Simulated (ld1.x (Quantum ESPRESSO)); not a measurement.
## What one change does to a pseudopotential (lead (Pb), TM)

Pb (Z = 82), norm-conserving Troullier–Martins (Kleinman–Bylander form), made with ld1.x (Quantum ESPRESSO) 7.5 (Wu–Cohen, scalar-relativistic). Core [Xe] 4f14 5d10, reference 6s2 6p2. Waves: 6p (bound): rc 2.40 bohr; 6d channel at 0.4 Ry: rc 2.15 bohr; 6s (bound): rc 1.90 bohr. Local part: the s channel. Core correction: Bessel-smoothed model core inside 1.05 bohr.

Change: wave 6p (bound): rc 2.40 bohr becomes 6p (bound): rc 3.40 bohr.

Cutoffs: the cutoffs (Ry, on a coarse ladder) from which the occupation-weighted sum of valence levels, in a spherical-Bessel basis at the reference potential, stays within 10 and 1 mRy of its value at 400 Ry; they do not see the model core or the augmentation charge, which bear on the density cutoff. Errors are all-electron minus pseudo energies relative to the spin-unpolarised reference configuration.

Question: Predict the effect on cutoff, ghosts and configuration errors.

Answer: The potential gets neither clearly harder nor softer (21 Ry and 40 Ry → 21 Ry and 40 Ry); both files keep a bound ghost (d); of the 7 tests that both files solve, the error grows in 1 and shrinks in 2 by more than 15 % and 0.3 meV (median size 87.2 → 70.6 meV).

```csv
quantity,base,changed
"cutoff, loose",21 Ry,21 Ry
"cutoff, tight",40 Ry,40 Ry
loose cutoff by channel (10 mRy a level),"p 8 Ry, s 18 Ry","p 6 Ry, s 18 Ry"
bound ghosts,d,d
"error for 6s2 6p1, meV [ΔE 6.59 eV]",-19,-21
"error for 6s2 6p0, meV [ΔE 20.04 eV]",-131,-156
"error for 6s1 6p0, meV [ΔE 52.55 eV]",-648,-726
"error for 6s1 6p2, meV [ΔE 16.19 eV]",-87,-71
"error for 6s2 6p1.5, meV [ΔE 2.50 eV]",-3.6,-3.8
"error for 6s2 6p2.3, meV [ΔE -0.80 eV]",0.0,+0.1
"error for 6s0 6p4, meV [ΔE 17.92 eV]",-152,-81
```

 A true bound ghost makes a file unfit for plane-wave use even where its test errors are small: the radial tests pick states by their node count and pass the ghost by.
